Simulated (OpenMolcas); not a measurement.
**Sb2+: effect of the IPEA shift**

```json
{
 "Program": "OpenMolcas 26.06",
 "Basis": "ANO-RCC-VTZP [7s6p4d2f1g]",
 "Scalar Hamiltonian": "DKH2, point nucleus",
 "Active space": "3 electrons in 9 orbitals (RAS2 5s 5p; RAS3 5d, at most 2 electrons)",
 "State averaging": "2S+1 = 4 odd, 1 root; 2S+1 = 2 odd, 11 roots; 2S+1 = 4 even, 3 roots; 2S+1 = 2 even, 9 roots",
 "Spin-orbit coupling": "state interaction with AMFI integrals over the reference wave functions, term energies averaged over their components"
}
```

Methods on the same reference wave functions:
A. RASSCF
B. MS-RASPT2, IPEA 0 Eh, imaginary shift 0.1 Eh (closed shells correlated: 4d)
C. MS-RASPT2, IPEA 0.25 Eh, imaginary shift 0.1 Eh (closed shells correlated: 4d)

Energies in cm-1 above 5s2 5p 2P* 1/2, the measured ground level; measured values from Moore, Atomic Energy Levels, vol. III, NSRDS-NBS 35 (1971 reprint of NBS Circular 467, 1958).

| Level | A | B | C | Measured |
| --- | --- | --- | --- | --- |
| 5s2 5p 2P* 1/2 | 0.0 | 0.0 | 0.0 | 0.0 |
| 5s2 5p 2P* 3/2 | 5827 | 5870 | 5870 | 6576 |
| 5s 5p2 4P 1/2 | 51887 | 57890 | 58040 |  |
| 5s 5p2 4P 3/2 | 54344 | 60420 | 60570 |  |
| 5s 5p2 4P 5/2 | 57468 | 63480 | 63630 | 64356 |
| 5s 5p2 2D 3/2 | 73833 | 76610 | 77070 | 76523 |
| 5s 5p2 2D 5/2 | 74571 | 77500 | 77950 | 77792 |

Deviations, from unrounded energies. A percentage is the sum of absolute deviations over the sum of measured energies, with the sign that they share, or ± where signs differ.

| Against measurement | Levels | A | B | C |
| --- | --- | --- | --- | --- |
| mean absolute deviation (cm-1) | 4 | 3400 | 490 | 530 |
| fine structure of the ground term (%) | 1 | -11.4 | -10.7 | -10.7 |
| other configurations (%) | 3 | -5.9 | ±0.6 | ±0.7 |

B lies closest to measurement on these levels and A furthest from it. The largest miss of B in the table is 5s 5p2 4P 5/2, by -880 cm-1. The ranking rests on the paired levels alone, and a cruder setting can come out closer through cancelling errors.

Between B and C the level of the table that moves most is 5s 5p2 2D 3/2, by 460 cm-1 (lowest in B, highest in C). Moves below CASPT2's spread within the term are not significant.

The lowest spin-free term lies below A's lowest term by 0.430 hartree in B, 0.429 hartree in C.

CASPT2 breaks the degeneracy within a term, and the mean is taken; among the terms shown or strongly mixed into the levels shown the widest spread is 27 cm-1 (5s 5p2 2D, C). Active for correlation alone: 5d; no level in the range computed is led by a configuration that fills it, so any true level of that kind is missing. Some terms mix strongly with configurations of 5d, whose occupation reaches 0.18 (5s 5p2 2D). Measured partners are found by configuration, term and J. A level has none where our copy of the source lacks it or the pairing is in doubt (some pairs that miss far off the trend of their configuration count as doubtful), and it then counts in no deviation. Only configurations of the active space appear. Levels that lie high or do not pair safely by name in every column are left out.

* marks odd parity.
